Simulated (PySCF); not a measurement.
## Ar²⁺: excitation energy

Ar²⁺ [Ne] 3s2 3p4 (3P) → Ar²⁺ [Ne] 3s1 3p5 (3P), as a difference of total energies. All numbers are calculated (PySCF 2.14, scalar relativity by spin-free X2C-1e, in x2c-QZVPPall (9s6p4d2f1g, 70 functions)). Correlated levels: valence and next inner shell: 1s2 frozen. The calculations carry no spin-orbit coupling.

```csv
method,excitation energy (eV)
UHF,17.312
MP2 (valence and next inner shell),15.729
SCS-MP2 (valence and next inner shell),15.538
CCSD (valence and next inner shell),14.756
CCSD(T) (valence and next inner shell),14.251
```

Problem. How much does correlation contribute at CCSD(T) (valence and next inner shell)?

Solution. 14.251 − (17.312) = -3.061 eV, measured against UHF.

The coupled-cluster amplitudes are large for the upper state (T1 above 0.03 or a double amplitude above 0.15), so a single reference is strained.
